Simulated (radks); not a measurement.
Spherical jellium clusters: N electrons in a uniform positive sphere of charge N and radius rs N^(1/3), rs = 5.97 bohr. Method: non-relativistic Kohn-Sham, LDA (Slater exchange, Perdew-Wang correlation), spin-polarised, spherical densities; computed with a radial shooting solver with Libxc functionals. Levels are named by radial order and angular momentum (1s, 1p, 1d, 2s, ...), and open shells are averaged over m.

N = 38, configuration 1s2 1p6 1d10 2s2 1f14 2p(up 3, down 0) 1g(up 1, down 0). This is the lowest configuration that the search found. Occupied and some empty levels:

level    occupation  eigenvalue (eV)  <r> (bohr)
1s up             1          -3.3566       12.00
1s down           1          -3.2300       13.17
1p up             3          -3.1129       14.14
1p down           3          -3.0309       14.61
1d up             5          -2.8027       15.41
1d down           5          -2.7416       15.58
2s up             1          -2.6477       11.69
2s down           1          -2.4491       11.01
1f up             7          -2.4276       16.31
1f down           7          -2.3750       16.36
2p up             3          -2.1463       12.65
1g up             1          -1.9901       17.03
2p down           0          -1.9590       12.91
1g down           0          -1.9403       17.04
2d up             0          -1.5796       14.13
1h up             0          -1.4950       17.69
1h down           0          -1.4458       17.69
2d down           0          -1.4419       14.65
3s up             0          -1.4353       13.45
3s down           0          -1.3166       13.53

Energy (eV): total -67.8891, kinetic 32.214, external -2346.6, Hartree 1172.8, exchange-correlation -100.93, background 1174.6.
